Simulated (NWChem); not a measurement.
Species: GeNH2Cl, singlet; SMILES [Cl][Ge][NH2]

```xyz
5

Ge     0.4563     0.5266     0.0000
Cl    -0.1295    -1.6347     0.0000
N     -1.2605     1.1702     0.0000
H     -2.0966     0.5762     0.0000
H     -1.4792     2.1711     0.0000
```
Atoms are numbered in this order, from 1.

Computed with NWChem. Medium grid unless said otherwise, to which SCAN and Minnesota functionals are sensitive. Low-valent species are run as closed-shell singlets; no triplet was tried in these runs. All runs use the structure optimised with PBE-D3(BJ)/def2-SVP. Total energies of different functionals are on different scales.

```
level                  energy (Ha)  highest occupied level (eV)  orbital gap (eV)  dipole (D)
---------------------  -----------  ---------------------------  ----------------  ----------
B3LYP/def2-SVP          -2592.8332                        -7.19              5.33        2.91
PBE/def2-SVP            -2592.2059                        -6.26              3.86        2.91
MN15/def2-SVP           -2592.8597                        -7.98              6.70        3.00
MPW1K/def2-SVP          -2592.9082                        -8.30              7.09        3.06
Hartree-Fock/def2-SVP   -2590.0892                          ___               ___        3.04
RPBE/def2-SVP           -2592.6291                        -6.22              3.88        2.90
LRC-wPBEh/def2-SVP      -2592.3067                        -9.24              9.21        3.05
```

**Question.** Complete the blanks.

**Answer.** 
- Hartree-Fock/def2-SVP, highest occupied level (eV): -9.93
- Hartree-Fock/def2-SVP, orbital gap (eV): 11.23
